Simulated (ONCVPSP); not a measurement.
# What one change does to a pseudopotential (ruthenium (Ru), ONCV)

ONCVPSP 4.0.1 input, shortened (lines: element, Z, core and valence counts, functional; n l f; lmax; l rc ep ncon nbas qcut; lloc lpopt rc5 dvloc0; l nproj debl; icmod fcfact rcfact), PBE, fully relativistic:

```
  Ru 44.00    7    3        4      upf
    1    0    2.00
    2    0    2.00
    2    1    6.00
    3    0    2.00
    3    1    6.00
    3    2   10.00
    4    0    2.00
    4    1    6.00
    4    2    7.00
    5    0    1.00
    3
    0    2.45    0.00    3    6    2.20
    1    1.30    0.00    3    6    7.10
    2    2.10    0.00    4    9    7.80
    3    2.10    0.05    4    9    5.40
    4    5    0.95    3.00
    0    2    3.20
    1    2    1.10
    2    2    3.60
    3    1    0.70
    0    0.00    0.00
```

Open shells are filled in proportion to 2j + 1.

In the p channel the program set the typed energies aside and used -1.666, 0.250 Ha (j = l + 1/2; the other j can differ).

All-electron outer shells of the reference configuration (PBE, scalar-relativistic, ld1.x):

```
shell  level (eV)  outermost node (bohr)  outermost maximum (bohr)
   4s      -76.37                   0.48                      0.92
   4p      -46.42                   0.49                      0.98
   4d       -5.20                   0.48                      1.21
   5s       -4.24                   1.24                      2.73
```

Change: all radii scaled by about 0.89 (s 2.16, p 1.16, d 1.86, f 1.86 bohr); local potential polynomial inside 0.84 bohr (lpopt 5, dvloc0 3 Ha).

Cutoffs: the cutoffs (Ha) at which the residual kinetic energy of the hardest occupied pseudo-wave falls to 1 and 0.1 mHa per electron; they do not see the model core or the augmentation charge, which bear on the density cutoff. Errors are all-electron minus pseudo energies relative to the spin-unpolarised reference configuration.

Task: How do hardness, ghosts and transferability respond?

Result: The potential gets harder (22 Ha and 64 Ha → 45 Ha and 97 Ha); both files keep a bound ghost (s); of the 4 tests that both files solve, the error grows in 2 and shrinks in 0 by more than 15 % and 0.3 meV (median size 10.0 → 12.9 meV). A smaller radius makes the pseudo-wave follow the all-electron one further in, where it bends more sharply, so more plane waves are needed.

```csv
quantity,base,changed
"cutoff, loose",22 Ha,45 Ha
"cutoff, tight",64 Ha,97 Ha
loose cutoff by channel,"s 4.9 Ha, p 22 Ha, d 20 Ha","s 4.2 Ha, p 45 Ha, d 22 Ha"
bound ghosts,s,s
GHOST(+) flags under 300 eV,s at 103.8 eV,"d5/2 at 66.2 eV, s at 90.8 eV, f7/2 at 126.8 eV, f5/2 at 127.3 eV, d3/2 at 253.1 eV"
"error for 4p6 4d7 5s0, meV [ΔE 7.29 eV]",-5.6,-9.5
"error for 4p6 4d6 5s0, meV [ΔE 25.48 eV]",+14,+16
"error for 4p6 4d5 5s0, meV [ΔE 56.10 eV]",+57,+59
"error for 4p6 4d7.5 5s0.5, meV [ΔE -0.32 eV]",-3.2,-5.2
```

 A true bound ghost makes a file unfit for plane-wave use even where its test errors are small: the radial tests pick states by their node count and pass the ghost by.
